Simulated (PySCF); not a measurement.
Ge(Cl)2(Me)(OH) (CH₄Cl₂GeO), SMILES [CH3][Ge]([OH])([Cl])[Cl]. Heavy atoms are numbered as in [CH3:1][Ge:2]([OH:3])([Cl:4])[Cl:5]. Hydrogens are named by the atom that carries them.

Geometry optimised at B3LYP-D3(BJ)/def2-SVP. The structure was generated by enumeration, and PubChem lists no compound with its InChIKey, so it may never have been made. The values are those of a single conformer.

Method: PySCF with PBE/pcSseg-1.

GIAO shieldings, no solvent; atoms alike by connectivity are averaged. δ = σ(ref) − σ: ¹³C against TMS (σ = 182.0 ppm); ⁷³Ge against GeH4 (σ = 1614.4 ppm); ¹⁷O against H2O (σ = 334.3 ppm); ³⁵Cl against HCl (σ = 936.5 ppm); ¹H against TMS (σ = 31.49 ppm), references at their B3LYP-D3(BJ)/def2-TZVP geometries, non-relativistic (without spin–orbit terms, shifts of atoms bonded to Cl or Br come out too high).

Computed chemical shifts:
```csv
nucleus,atoms,count,δ (ppm)
¹³C,C1 (CH3),1,14.0
⁷³Ge,Ge2,1,492.8
¹⁷O,O3 (OH),1,122.1
³⁵Cl,Cl4,2,173.9
¹H,H on O3,1,2.77
¹H,H on C1,3,1.46
```
